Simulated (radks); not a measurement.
The numbers below are computed, except where a source is named.
Sm II, 61 electrons, occupied as [Xe] 4f6 5d0.5 6s0.5 (fractional occupations, a model configuration). Code: a radial shooting solver on a logarithmic mesh with Libxc functionals. Model: scalar-relativistic Kohn-Sham, LDA (Slater exchange, Perdew-Wang correlation), spin-polarised, spherical densities, finite nucleus; open shells are filled with parallel spins first (spin-orbit coupling, left out, can overturn this in heavy ions); Fermi nuclear charge, rms radius 5.0819 fm.

X-ray form factor f0, the Fourier transform of the density (f0(0) = 61):

sin(theta)/lambda (1/angstrom),f0 (electrons)
0.05,60.035
0.1,57.550
0.15,54.289
0.2,50.778
0.25,47.314
0.3,44.069
0.4,38.484
0.5,33.972
0.6,30.212
0.8,24.295
1,20.206
1.25,16.971
1.5,14.745
2,11.019
